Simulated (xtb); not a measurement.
CdBr₂, SMILES [Br][Cd][Br]. All values are semi-empirical tight-binding results from xtb (GFN2-xTB unless named), good for trends rather than for accurate numbers. Geometry: GFN2-xTB. The structure was generated by enumeration; whether it is a known compound was not checked.

For metal compounds this method's bond lengths and energies can be far off.

Question: Estimate the properties. (An estimate is asked for; the answer gives what the named calculation found.)

Answer: 
| Quantity | Value |
|---|---|
| point group as xtb finds it | C2v |
| orbital gap | 3.27 eV |
| zero-point energy | 0.7 kcal/mol |
| G − E(el) at 298.15 K (modified RRHO) | -19.3 kcal/mol |
